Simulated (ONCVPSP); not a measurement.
**PBE ONCV dataset for nickel (Ni), fully relativistic all-electron reference.**

Input for ONCVPSP 4.0.1:

```
# ATOM AND REFERENCE CONFIGURATION
# atsym  z   nc   nv     iexc    psfile
  Ni 28.00    3    4        4      upf
#
#   n    l    f
    1    0    2.00
    2    0    2.00
    2    1    6.00
    3    0    2.00
    3    1    6.00
    3    2    8.00
    4    0    2.00
#
# PSEUDOPOTENTIAL AND OPTIMIZATION
# lmax
    2
#
#   l,   rc,      ep,       ncon, nbas, qcut
    0    1.40    0.00    3    7    9.40
    1    1.15    0.00    4    7   11.50
    2    1.00    0.00    5   10   16.50
#
# LOCAL POTENTIAL
# lloc, lpopt,  rc(5),   dvloc0
    4    3    0.70    0.00
#
# VANDERBILT-KLEINMAN-BYLANDER PROJECTORs
# l, nproj, debl
    0    2    1.80
    1    2    1.70
    2    1    2.70
#
# MODEL CORE CHARGE
# icmod, fcfact, rcfact
    3    3.00    1.25
#
# LOG DERIVATIVE ANALYSIS
# epsh1, epsh2, depsh
   -6.00    5.00    0.04
#
# OUTPUT GRID
# rlmax, drl
    6.00    0.01
#
# TEST CONFIGURATIONS
# ncnf
    4
# nvcnf
#   n    l    f
    4
    3    0    2.00
    3    1    6.00
    3    2    8.00
    4    0    1.00
#
    4
    3    0    2.00
    3    1    6.00
    3    2    8.00
    4    0    0.00
#
    4
    3    0    2.00
    3    1    6.00
    3    2    7.00
    4    0    0.00
#
    4
    3    0    1.00
    3    1    6.00
    3    2    8.00
    4    0    2.00
#
```

Command:

```bash
oncvpspr.x < Ni.dat > Ni.out
```

The program printed (shortened: citation, most of the input echo, consistency checks and plot data are left out):

```
ONCVPSP  (Optimized Norm-Conservinng Vanderbilt PSeudopotential)
relativistic version 4.0.1

#   n    l    f        energy (Ha)
    1    0    2.00    -3.0171982D+02
    2    0    2.00    -3.6069887D+01
    2    1    6.00    -3.0818789D+01    -3.1461277D+01
    3    0    2.00    -4.0802921D+00
    3    1    6.00    -2.5961440D+00    -2.6772923D+00
    3    2    8.00    -3.2260604D-01    -3.3139842D-01
    4    0    2.00    -2.0735990D-01

Reference configufation results
  iterations    31
  all-electron total energy (Ha)   -1.52057896D+03

Begin loop to  construct optimized pseudo wave functions
and semi-local pseudopoentials for all angular momenta

Calculating optimized projector #   1

 for l=   0

    Fraction of norm inside rc  0.975662
    Optimizing pswf for qcut=   9.39 a_B^-1,  ecut=  44.07 Ha
    Residual kinetic energy error=  2.38D-07 Ha

    Energy error per electron        Cutoff
         Ha          eV             Ha
         0.01000     0.27211       11.35
         0.00100     0.02721       16.97
         0.00010     0.00272       30.09
         0.00001     0.00027       36.02

Calculating optimized projector #   2

 for l=   0

    Fraction of norm inside rc  0.060324
    Optimizing pswf for qcut=   9.39 a_B^-1,  ecut=  44.07 Ha
    Residual kinetic energy error=  2.35D-07 Ha

    Energy error per electron        Cutoff
         Ha          eV             Ha
         0.01000     0.27211        8.29
         0.00100     0.02721       12.70
         0.00010     0.00272       29.09
         0.00001     0.00027       35.95

WARNING wellstate: negative energy specified for n= 4 l=  1
WARNING scattering state with energy  0.25000000
WARNING will be used for the first projector

   Wellstate for l =  1  n =  4 kap= -2
     eigenvalue =   0.2500
     asymptotic potential =   0.7500
     half-point radius =  3.1604

Calculating optimized projector #   1

 for l=   1

    Fraction of norm inside rc  0.878509
    Optimizing pswf for qcut=  11.51 a_B^-1,  ecut=  66.29 Ha
    Residual kinetic energy error=  3.15D-07 Ha

    Energy error per electron        Cutoff
         Ha          eV             Ha
         0.01000     0.27211       33.12
         0.00100     0.02721       42.31
         0.00010     0.00272       50.69
         0.00001     0.00027       57.34

Calculating optimized projector #   2

 for l=   1

    Fraction of norm inside rc  0.045018
    Optimizing pswf for qcut=  11.51 a_B^-1,  ecut=  66.29 Ha
    Residual kinetic energy error=  6.56D-08 Ha

    Energy error per electron        Cutoff
         Ha          eV             Ha
         0.01000     0.27211       24.54
         0.00100     0.02721       34.60
         0.00010     0.00272       43.36
         0.00001     0.00027       50.97

   Wellstate for l =  1  n =  4 kap=  1
     eigenvalue =  -0.9773

Calculating optimized projector #   1

 for l=   1

    Fraction of norm inside rc  0.885390
    Optimizing pswf for qcut=  11.51 a_B^-1,  ecut=  66.29 Ha
    Residual kinetic energy error=  4.57D-07 Ha

    Energy error per electron        Cutoff
         Ha          eV             Ha
         0.01000     0.27211       33.91
         0.00100     0.02721       43.29
         0.00010     0.00272       51.56
         0.00001     0.00027       58.19

Calculating optimized projector #   2

 for l=   1

    Fraction of norm inside rc  0.044764
    Optimizing pswf for qcut=  11.51 a_B^-1,  ecut=  66.29 Ha
    Residual kinetic energy error=  6.65D-08 Ha

    Energy error per electron        Cutoff
         Ha          eV             Ha
         0.01000     0.27211       25.14
         0.00100     0.02721       35.46
         0.00010     0.00272       44.50
         0.00001     0.00027       52.09

Calculating optimized projector #   1

 for l=   2

    Fraction of norm inside rc  0.601442
    Optimizing pswf for qcut=  16.51 a_B^-1,  ecut= 136.30 Ha
    Residual kinetic energy error=  3.47D-06 Ha

    Energy error per electron        Cutoff
         Ha          eV             Ha
         0.01000     0.27211       87.14
         0.00100     0.02721      104.96
         0.00010     0.00272      118.63
         0.00001     0.00027      130.20

Calculating optimized projector #   1

 for l=   2

    Fraction of norm inside rc  0.606171
    Optimizing pswf for qcut=  16.51 a_B^-1,  ecut= 136.30 Ha
    Residual kinetic energy error=  3.45D-06 Ha

    Energy error per electron        Cutoff
         Ha          eV             Ha
         0.01000     0.27211       87.36
         0.00100     0.02721      105.15
         0.00010     0.00272      118.78
         0.00001     0.00027      130.26

Construct Vanderbilt / Kleinmman-Bylander projectors

B matrix Hermiticity error, ll=  0  kap= -1
   1   2    4.1032D-04

  Orthonormal projector coefficients  1.4210E+01  2.4689E+00

B matrix Hermiticity error, ll=  1  kap= -2
   1   2    3.3977D-04

  Orthonormal projector coefficients  7.1932E+00  1.3903E+00

B matrix Hermiticity error, ll=  1  kap=  1
   1   2    3.5148D-04

  Orthonormal projector coefficients  6.9664E+00  1.3579E+00

 Orthonormal scalar projector coefficients, l =  1
  7.1169E+00  1.3798E+00  3.6567E-04  2.0419E-05

 Orthonormal spin-orbit projector coefficients, l =  1
  1.9337E-01 -5.1051E-02  3.1396E-02 -9.4624E-04

 Orthonormal scalar projector coefficients, l =  2
 -9.4167E+00 -9.7004E-08

 Orthonormal spin-orbit projector coefficients, l =  2
  2.2489E-02 -2.7078E-05

Model core correction analysis
  based on d2Exc/dn_idn_j

d2excae - all-electron derivatives

   -3.267942D-02   -3.029658D-02   -2.205659D-02   -1.453786D-03
   -3.029665D-02   -2.924198D-02   -2.180965D-02   -1.750569D-03
   -2.205672D-02   -2.180972D-02   -2.038369D-02   -5.407469D-03
   -1.453724D-03   -1.750431D-03   -5.406622D-03   -2.827444D-02

d2excps - pseudofunction derivatives with no core correction

   -5.333653D-02   -4.106867D-02   -3.198581D-02   -2.644056D-03
   -4.106999D-02   -3.972795D-02   -3.204707D-02   -2.252365D-03
   -3.198680D-02   -3.204726D-02   -2.852261D-02   -6.642354D-03
   -2.644160D-03   -2.252055D-03   -6.640931D-03   -3.210254D-02

rms 2nd derivative error    8.884202E-03

rmatch, rhocmatch    0.3625   72.7426

Teter function model core charge with specified parameters

d2excps - pseudofunction derivatives with core correction

   -4.214500D-02   -3.889535D-02   -3.102953D-02   -1.931111D-03
   -3.889531D-02   -3.890409D-02   -3.150394D-02   -2.113963D-03
   -3.102969D-02   -3.150414D-02   -2.809060D-02   -6.582798D-03
   -1.930948D-03   -2.113651D-03   -6.581375D-03   -3.205728D-02

rms 2nd derivative error    6.878435E-03

Pseudoatom total energy -170.450436

Diagnostic tests using Vanderbilt-Kleinman-Bylander pseudopotentials
  relativistic with J = L +/- 1/2 projectors

   l  kap   rcore       rmatch      e in        delta e    norm test   slope test

   0  -1   1.4009017   1.4434361  -4.0802921   0.0000070   1.0002283   1.0002020
   0  -1   1.4009017   1.4434361  -0.2073599   0.0000052   1.0000392   1.0000194

   1  -2   1.1568373   1.1919613  -2.5961440  -0.0000040   1.0001800   1.0002052
   1   1   1.1568373   1.1919613  -2.6772923   0.0000079   1.0001906   1.0001943
   1  -2   1.1568373   1.1919613   0.2500000   0.0000473   1.0003833   1.0003833
   1   1   1.1568373   1.1919613   0.2424563   0.0000558   1.0003823   1.0003823

   2  -3   1.0021223   1.0325489  -0.3226060  -0.0000260   0.9999944   1.0000572
   2   2   1.0021223   1.0325489  -0.3313984   0.0000400   1.0000140   0.9999431

Diagnostic tests using Vanderbilt-Kleinman-Bylander pseudopotentials
  relativistic with scalar and spin-orbit non-local projectors

   l  kap   rcore       rmatch      e in        delta e    norm test   slope test

   0  -1   1.4009017   1.4434361  -4.0802921   0.0000070   1.0002283   1.0002020
   0  -1   1.4009017   1.4434361  -0.2073599   0.0000052   1.0000392   1.0000194

   1  -2   1.1568373   1.1919613  -2.5961440  -0.0000652   1.0001861   1.0001934
   1   1   1.1568373   1.1919613  -2.6772923  -0.0000532   1.0001965   1.0001830
   1  -2   1.1568373   1.1919613   0.2500000   0.0000059   1.0003743   1.0003743
   1   1   1.1568373   1.1919613   0.2424563   0.0000180   1.0003733   1.0003733

   2  -3   1.0021223   1.0325489  -0.3226060  -0.0000260   0.9999944   1.0000572
   2   2   1.0021223   1.0325489  -0.3313984   0.0000400   1.0000140   0.9999431

Ghost test for J = L + 1/2

 Testing for bound ghosts
   n   l    E NL Schr. Eq   E Basis Diag.   E Cutoff

   1   0       -4.080285       -4.080276     97.20
   2   0       -0.207355       -0.116167     97.20

   2   1       -2.596148       -2.596087    166.92

   3   2       -0.322632       -0.302121    440.98

 Testing for highly-localized positive-energy ghosts
       l    <radius>/rc     E Basis Diag.   E Cutoff

Ghost test for J = L - 1/2

 Testing for bound ghosts
   n   l    E NL Schr. Eq   E Basis Diag.   E Cutoff

   1   0       -4.080285       -4.080276     97.20
   2   0       -0.207355       -0.116167     97.20

   2   1       -2.677284       -2.677233    166.92

   3   2       -0.331358       -0.311505    440.98

 Testing for highly-localized positive-energy ghosts
       l    <radius>/rc     E Basis Diag.   E Cutoff

Test configuration 0

   n   l kap    f        eae           eps        diff
   1   0  -1  2.0000 -301.71982488
   2   0  -1  2.0000  -36.06988685
   2   1  -2  4.0000  -30.81878908
   2   1   1  2.0000  -31.46127665
   3   0  -1  2.0000   -4.08029207   -4.08028504    7.03E-06
   3   1  -2  4.0000   -2.59614398   -2.59614798   -4.00E-06
   3   1   1  2.0000   -2.67729226   -2.67728433    7.92E-06
   3   2  -3  4.8000   -0.32260604   -0.32263203   -2.60E-05
   3   2   2  3.2000   -0.33139842   -0.33135846    4.00E-05
   4   0  -1  2.0000   -0.20735990   -0.20735472    5.18E-06

    Total energies and differences
      AE_ref= -1.52057896E+03  AE_tst= -1.52057896E+03  dif=  0.00E+00
      PS_ref= -1.70450436E+02  PS_tst= -1.70450436E+02  dif=  1.19E-12
      PSP excitation error= -1.19E-12

Test configuration 1

   n   l kap    f        eae           eps        diff
   1   0  -1  2.0000 -302.05660649
   2   0  -1  2.0000  -36.39928783
   2   1  -2  4.0000  -31.14877776
   2   1   1  2.0000  -31.79133341
   3   0  -1  2.0000   -4.41501052   -4.41474604    2.64E-04
   3   1  -2  4.0000   -2.93142806   -2.93126376    1.64E-04
   3   1   1  2.0000   -3.01243127   -3.01227503    1.56E-04
   3   2  -3  4.8000   -0.65513770   -0.65522941   -9.17E-05
   3   2   2  3.2000   -0.66401976   -0.66405124   -3.15E-05
   4   0  -1  1.0000   -0.48446653   -0.48442634    4.02E-05

    Total energies and differences
      AE_ref= -1.52057896E+03  AE_tst= -1.52023635E+03  dif=  3.43E-01
      PS_ref= -1.70450436E+02  PS_tst= -1.70107839E+02  dif=  3.43E-01
      PSP excitation error=  2.10E-05

Test configuration 2

   n   l kap    f        eae           eps        diff
   1   0  -1  2.0000 -302.45030444
   2   0  -1  2.0000  -36.78178759
   2   1  -2  4.0000  -31.53216075
   2   1   1  2.0000  -32.17482029
   3   0  -1  2.0000   -4.80372624   -4.80329518    4.31E-04
   3   1  -2  4.0000   -3.32046724   -3.32011962    3.48E-04
   3   1   1  2.0000   -3.40134658   -3.40103962    3.07E-04
   3   2  -3  4.8000   -1.03875537   -1.03898572   -2.30E-04
   3   2   2  3.2000   -1.04777029   -1.04794933   -1.79E-04
   4   0  -1  0.0000   -0.79548381   -0.79548381    0.00E+00

    Total energies and differences
      AE_ref= -1.52057896E+03  AE_tst= -1.51959871E+03  dif=  9.80E-01
      PS_ref= -1.70450436E+02  PS_tst= -1.69470271E+02  dif=  9.80E-01
      PSP excitation error=  8.85E-05

Test configuration 3

   n   l kap    f        eae           eps        diff
   1   0  -1  2.0000 -303.20189985
   2   0  -1  2.0000  -37.55456013
   2   1  -2  4.0000  -32.30304174
   2   1   1  2.0000  -32.94550677
   3   0  -1  2.0000   -5.53262644   -5.53619813   -3.57E-03
   3   1  -2  4.0000   -4.04043697   -4.04130623   -8.69E-04
   3   1   1  2.0000   -4.12312647   -4.12401176   -8.85E-04
   3   2  -3  4.2000   -1.72542125   -1.72560763   -1.86E-04
   3   2   2  2.8000   -1.73538243   -1.73549847   -1.16E-04
   4   0  -1  0.0000   -1.23001384   -1.23001384    0.00E+00

    Total energies and differences
      AE_ref= -1.52057896E+03  AE_tst= -1.51822185E+03  dif=  2.36E+00
      PS_ref= -1.70450436E+02  PS_tst= -1.68093172E+02  dif=  2.36E+00
      PSP excitation error= -1.55E-04

Test configuration 4

   n   l kap    f        eae           eps        diff
   1   0  -1  2.0000 -302.52547980
   2   0  -1  2.0000  -36.77252374
   2   1  -2  4.0000  -31.52968958
   2   1   1  2.0000  -32.17318771
   3   0  -1  1.0000   -4.71847700   -4.73453539   -1.61E-02
   3   1  -2  4.0000   -3.22611584   -3.22961770   -3.50E-03
   3   1   1  2.0000   -3.30924070   -3.31315243   -3.91E-03
   3   2  -3  4.8000   -0.91478542   -0.91873639   -3.95E-03
   3   2   2  3.2000   -0.92465307   -0.92863907   -3.99E-03
   4   0  -1  2.0000   -0.55461383   -0.55471177   -9.79E-05

    Total energies and differences
      AE_ref= -1.52057896E+03  AE_tst= -1.51619137E+03  dif=  4.39E+00
      PS_ref= -1.70450436E+02  PS_tst= -1.66055430E+02  dif=  4.40E+00
      PSP excitation error= -7.41E-03
```

The run took about 4.8 s on one core of a shared server CPU.
